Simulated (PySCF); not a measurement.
Ionisation energy of Cr¹²⁺ by level of theory

Cr¹²⁺ [Ne] 3s2 (1S) → Cr¹³⁺ [Ne] 3s1 (2S), as a difference of total energies. Computed with PySCF 2.14 in an uncontracted even-tempered set (18 s from 0.81 bohr⁻², ratio 2.5; 11 p from 1.1 bohr⁻², ratio 2.5; 5 d from 4.4 bohr⁻², ratio 2.7; 4 f from 6.6 bohr⁻², ratio 2.7), with scalar relativity by spin-free X2C-1e. Correlated levels: outer shells: 1s2 frozen; virtual orbitals above 40 to 60 times the deepest correlated orbital energy dropped. The calculations carry no spin-orbit coupling.

Problem. Order these methods by the ionisation energy they give, lowest first.
A. UHF
B. MP2 (outer shells)
C. CCSD (outer shells)
D. SCS-MP2 (outer shells)

Solution. A (351.54 eV), B (353.68 eV), D (353.90 eV), C (354.15 eV).

For comparison: 354.7 ± 0.3 eV (semi-empirical (NIST evaluation); NIST Atomic Spectra Database, ionization energies).
